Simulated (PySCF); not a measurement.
## Bonding in `[SiH3]CP1(=S)CCOCC1`

Species: C5H13OPSSi.
Atom-mapped SMILES: `[SiH3:1][CH2:2][P:3]1(=[S:4])[CH2:5][CH2:6][O:7][CH2:8][CH2:9]1` (hydrogens: H10, H11, H12 on Si1; H13, H14 on C2; H15, H16 on C5; H17, H18 on C6; H19, H20 on C8; H21, H22 on C9)

Cartesian coordinates in Å at the GFN2-xTB level; atoms count from 1:
```
atom  x, y, z in Å
Si1    3.2124   -0.3961   -0.4144
C2     1.7945    0.2883    0.6663
P3     0.2430   -0.6434    0.4151
S4     0.3025   -2.5450    0.7795
C5    -1.0362    0.2638    1.3944
C6    -2.4013   -0.2061    0.8885
O7    -2.6240    0.1361   -0.4577
C8    -1.8227   -0.5898   -1.3570
C9    -0.3424   -0.2077   -1.2793
H10    2.8577   -0.1925   -1.8215
H11    4.3879    0.4070   -0.0775
H12    3.4274   -1.8054   -0.1190
H13    1.6061    1.3442    0.4695
H14    2.0460    0.1764    1.7231
H15   -0.9301    1.3420    1.2570
H16   -0.9193    0.0145    2.4521
H17   -2.4764   -1.2974    1.0197
H18   -3.2061    0.2749    1.4511
H19   -1.9221   -1.6701   -1.1650
H20   -2.2230   -0.3680   -2.3501
H21   -0.2127    0.8613   -1.4606
H22    0.2285   -0.7786   -2.0151
```

Bond orders from the PBE0/pcSseg-1 density (PySCF). The structure is a single GFN2-xTB conformer in the gas phase; no vibrational or solvent corrections.

(1) How far do the computed orders between heavy atoms stray from the drawn ones?

(2) Give the Mayer order of every bond, beside its length.

Results:

(1) The largest departure is 0.271, at P3–S4 (drawn double, 1.729). Drawn single, order below 0.88: Si1–C2 (0.863).

(2) 
```
   bond  drawn as  length (Å)  Mayer order
 Si1–C2    single       1.910        0.863
  C2–P3    single       1.827        0.932
  P3–S4    double       1.937        1.729
  P3–C5    single       1.849        0.890
  C5–C6    single       1.530        1.020
  C6–O7    single       1.407        0.935
  O7–C8    single       1.406        0.938
  C8–C9    single       1.531        1.022
  C9–P3    single       1.845        0.883
Si1–H10    single       1.465        0.946
Si1–H11    single       1.463        0.945
Si1–H12    single       1.456        0.957
 C2–H13    single       1.090        0.913
 C2–H14    single       1.092        0.929
 C5–H15    single       1.092        0.916
 C5–H16    single       1.093        0.933
 C6–H17    single       1.102        0.927
 C6–H18    single       1.093        0.957
 C8–H19    single       1.102        0.928
 C8–H20    single       1.094        0.957
 C9–H21    single       1.092        0.915
 C9–H22    single       1.092        0.928
```

By pair of heavy elements: C–P: lowest C9–P3 (0.883, 1.845 Å), highest C2–P3 (0.932, 1.827 Å). C–C: all 2 within 0.02 of one another (1.020 to 1.022). C–O: all 2 within 0.02 of one another (0.935 to 0.938).

Task: Sum the orders of all bonds at each heavy atom with more than one neighbour and set the sums beside the valence in the SMILES.

Result: Si1 3.711 (drawn 4), C2 3.637 (drawn 4), P3 4.434 (drawn 5), C5 3.759 (drawn 4), C6 3.839 (drawn 4), O7 1.873 (drawn 2), C8 3.845 (drawn 4), C9 3.748 (drawn 4). Orders between atoms that aren't bonded are not in these sums.

The Mayer order sums products of elements of PS (density times overlap matrix) between the two atoms' basis functions, so it depends on the basis set.
